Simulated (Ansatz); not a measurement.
Relaxation of C2H8FSbSi (13 atoms, charge 0, multiplicity 1), to a largest force component of 0.015 eV/Å in at most 40 steps.

Method: Ansatz, RKS r2SCAN-D4/def2-SVP.

```xyz
13
Properties=species:S:1:pos:R:3
C -1.796 0.470 1.125
Si -0.229 0.832 0.241
F 0.917 1.254 1.363
C 0.379 -0.697 -0.671
Sb 2.161 -0.337 -1.731
H -2.160 1.447 1.651
H -1.690 -0.314 1.840
H -2.579 0.258 0.359
H -0.391 1.952 -0.676
H -0.477 -0.991 -1.375
H 0.440 -1.533 0.080
H 2.427 -2.042 -1.969
H 3.020 -0.333 -0.222
```

Task: Where does it end, and by what steps?

Result: The forces met the threshold. After 21 steps the energy has fallen by 0.307 eV; H13 moved furthest, 0.61 Å.

```tsv
step	energy less start (eV)	largest force component (eV/Å)	accepted
0	0.0000	2.725	yes
1	-0.2405	0.868	yes
2	-0.2843	0.314	yes
3	-0.2903	0.115	yes
4	-0.2915	0.044	yes
5	-0.2921	0.038	yes
6	-0.2930	0.078	yes
7	-0.2945	0.094	yes
8	-0.2959	0.069	yes
9	-0.2923	0.242	no
10	-0.2981	0.077	yes
11	-0.2982	0.196	yes
12	-0.3000	0.161	yes
13	-0.3034	0.066	yes
14	-0.3060	0.067	yes
15	-0.3065	0.040	yes
16	-0.3070	0.036	yes
17	-0.3071	0.035	yes
18	-0.3072	0.030	yes
19	-0.3074	0.023	yes
20	-0.3074	0.028	yes
21	-0.3075	0.010	yes
```

```xyz
13
Properties=species:S:1:pos:R:3
C -1.760 0.497 1.260
Si -0.359 0.879 0.094
F 0.883 1.479 0.983
C 0.291 -0.616 -0.806
Sb 2.402 -0.348 -1.398
H -2.088 1.399 1.801
H -1.451 -0.254 2.005
H -2.629 0.095 0.714
H -0.733 1.948 -0.879
H -0.276 -0.784 -1.738
H 0.224 -1.533 -0.199
H 2.527 -1.970 -1.965
H 2.989 -0.826 0.142
```

Time of the run: 100 s on 2 threads of Arm Neoverse V2 (shared host), peak memory 0.2 GiB.
